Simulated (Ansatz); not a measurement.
Molecule: sum formula TaOF (charge 0, triplet). This is an excited triplet: at this geometry the singlet lies 0.24 eV lower at RI-MP2/CBS(def2-TZVPPD,def2-QZVPPD)+[CCSD(T)-MP2]/def2-TZVPPD. 
Geometry from a B3LYP-D3(BJ)/def2-TZVP (Ansatz, an electronic-structure program) optimisation:
SMILES: [O]=[Ta][F]
```xyz
3

Ta     0.0818    -0.1152     0.1096
O      1.0664     0.2131    -1.2605
F     -1.6116     0.7451     0.2312
```
Charge 0, spin multiplicity 3.

Basis-set convergence of Hartree-Fock and CCSD(T) correlation energies (hartree) with Ansatz. Valence correlation only, unless marked. UHF or UKS for open shells. No spin-orbit coupling. Frozen are the shells of the preceding noble gas and the d and f shells that filled before the atom's block. Past Kr the def2 sets carry scalar-relativistic core potentials.

```tsv
basis	functions	E(HF)	E(corr, CCSD(T))
def2-SVP	60	-230.59528	-0.50179
def2-TZVPP	118	?	?
```

Complete the blanks.


- def2-TZVPP, E(HF): -230.84395
- def2-TZVPP, E(corr, CCSD(T)): -0.63564
